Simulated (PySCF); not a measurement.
Species: C₅H₅F₂NO₂.
Atom-mapped SMILES: `[CH3:1][O:2]/[CH:3]=[C:4](\[C:5]#[N:6])[O:7][CH:8]([F:9])[F:10]` (hydrogens: H11, H12, H13 on C1; H14 on C3; H15 on C8)

Geometry (PBE0-D3(BJ)/def2-SVP, Å), atoms numbered from 1 in this order:
```xyz
15
C5H5F2NO2 angstrom
C      2.8353   -0.5556   -0.3047
O      1.7442    0.3251   -0.1436
C      0.5690   -0.0843   -0.5902
C     -0.5576    0.6438   -0.4430
C     -0.6052    1.8933    0.2431
N     -0.6875    2.9020    0.8114
O     -1.7238    0.1919   -1.0172
C     -2.6495   -0.3126   -0.1413
F     -3.7713   -0.4838   -0.8269
F     -2.2441   -1.5122    0.3126
H      3.7163   -0.0439    0.0997
H      2.6752   -1.4931    0.2525
H      3.0083   -0.7840   -1.3694
H      0.5065   -1.0434   -1.1188
H     -2.8239    0.3507    0.7257
```

Method used: TDDFT B3LYP/def2-SVPD, vertical, gas phase, core orbitals frozen in the response in PySCF.

Kohn–Sham orbitals with the atoms that hold most of them (Löwdin shares over 4%, at most four atoms; ? is withheld):

```csv
orbital,ε (eV),atoms
HOMO-3,-10.14,"N6 35%, C5 26%, O2 11%, O7 6%"
HOMO-2,-9.87,"N6 38%, C5 28%, O7 13%, C4 6%"
HOMO-1,-9.64,?
HOMO,-7.22,"C4 25%, O2 21%, C3 16%, N6 13%"
LUMO,?,?
LUMO+1,-0.34,"N6 30%, C5 24%, C4 9%, O7 8%"
LUMO+2,0.04,"C1 29%, H12 11%, H13 11%, C3 9%"
```

Give the leading atoms of the HOMO-1.

O7 (bonded to 2 C) 36%; N6 (bonded to C) 28%; C5 (bonded to C and N) 22%.

Which atoms hold the LUMO, and with what shares?

C3 (bonded to C, O and H) 30%; C4 (bonded to 2 C and O) 18%; N6 (bonded to C) 16%; C5 (bonded to C and N) 12%. By element: carbon 60% or more, nitrogen 16%.

What is the LUMO energy, and the HOMO–LUMO gap?

ε(LUMO) = -1.74 eV; the gap is 5.48 eV (0.2013 hartree).

How does S1 compare with the orbital gap of 5.48 eV?

S1 is at 5.40 eV (f = 0.368), 0.07 eV below the gap, made of HOMO→LUMO (88%). 

Give energy, strength and leading configuration of S1, S2, S4 and S5, and follow the Löwdin shares of the leading atoms from the occupied to the empty orbital.

- S1 (5.40 eV, f 0.368), HOMO→LUMO (88%): C4 25% → 18%, O2 21% → at most 13%, C3 16% → 30%
- S2 (5.58 eV, f 0.039), HOMO→LUMO+1 (89%): C4 25% → 9%, O2 21% → at most 8%, N6 13% → 30%, C5 at most 13% → 24%
- S4 (6.58 eV, f 0.0008), HOMO-1→LUMO (77%): O7 36% → at most 13%, N6 28% → 16%, C3 at most 4% → 30%, C4 at most 4% → 18%
- S5 (6.90 eV, f 0.0065), HOMO-2→LUMO (73%): N6 38% → 16%, C5 28% → 12%, C3 at most 7% → 30%, C4 6% → 18%

Hardware: INTEL XEON PLATINUM 8581C at 2.10 GHz, one thread, shared host with 64 logical CPUs at a one-minute load of 11. Cost: 61 s (grids of density and orbitals included), 1.0 GiB resident at most.

One conformer stands for the species.
